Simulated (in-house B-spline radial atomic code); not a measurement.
Checks on a self-consistent run for Hf VII (Hf6+), [Kr] 4d9 4f13 5s2 5p5 8s1. Computed with a radial B-spline atomic code at the basis-set limit: Dirac-Hartree-Fock, average of configuration, Fermi nucleus of rms radius 5.347 fm.

```
orbital       q       ε (Eh)     <1/r>         <r²>  small-component weight
  1s1/2       2  -2420.75188   83.7747  0.000495044                0.073342
  2s1/2       2   -422.44842   20.3249    0.0075733                0.016567
  2p1/2       2   -402.76027   20.2489   0.00544513                0.016584
  2p3/2       4   -358.86247   17.2197    0.0066459                0.015069
  3s1/2       2   -101.68120   7.47358    0.0494098               0.0054431
  3p1/2       2    -92.98523   7.37489    0.0455985               0.0053694
  3p3/2       4    -83.41902   6.59917    0.0521645               0.0049449
  3d3/2       4    -68.90399    6.4661    0.0408944                0.004794
  3d5/2       6    -66.83940   6.28031    0.0427168               0.0046733
  4s1/2       2    -24.82983   3.11883     0.245838               0.0017554
  4p1/2       2    -21.19097   3.00487     0.255539               0.0016647
  4p3/2       4    -18.96088   2.75047     0.289164               0.0015188
  4d3/2     3.6    -13.05209   2.54111     0.316891               0.0013377
  4d5/2     5.4    -12.63438   2.47721     0.329775               0.0012952
  4f5/2  5.5714     -5.16294   2.05648     0.444049              0.00093197
  4f7/2  7.4286     -5.08835   2.03127     0.454977              0.00091457
  5s1/2       2     -6.40238   1.24102      1.29773              0.00041048
  5p1/2  1.6667     -5.19551   1.14535      1.50187              0.00036087
  5p3/2  3.3333     -4.81383   1.06401      1.68865              0.00032516
  8s1/2       1     -0.88395  0.225117      39.8527              3.3851e-05
```

Electron-electron repulsion V_ee = 5354.1417 hartree.

Question: What total energy follows from the eigenvalues?

Answer: The eigenvalues count the repulsion twice, so E = Σqε - V_ee = -9715.089 - 5354.142 = -15069.230 hartree; the run printed -15069.230.

Question: Does the Dirac virial theorem hold?

Answer: For a point nucleus E = -2c²Σq·w, with w the small-component weight. Here Σq·w = 0.40114 and c = 137.0360, so the ratio E/(-2c²Σq·w) is 1.000232; the finite nucleus accounts for the departure from 1.

Question: What diamagnetic shielding (Lamb formula) and susceptibility (Langevin formula) do the radii give?

Answer: σ = (α²/3)Σq<1/r> = 517.7/(3·137.036²) = 9189.4 ppm, and χ = -0.79199×10⁻⁶·Σq<r²> = -49.41×10⁻⁶ cm³/mol with Σq<r²> = 62.387 bohr². Both are non-relativistic formulas without the paramagnetism of open shells; for so heavy an element the full relativistic shielding is larger by tens of per cent.
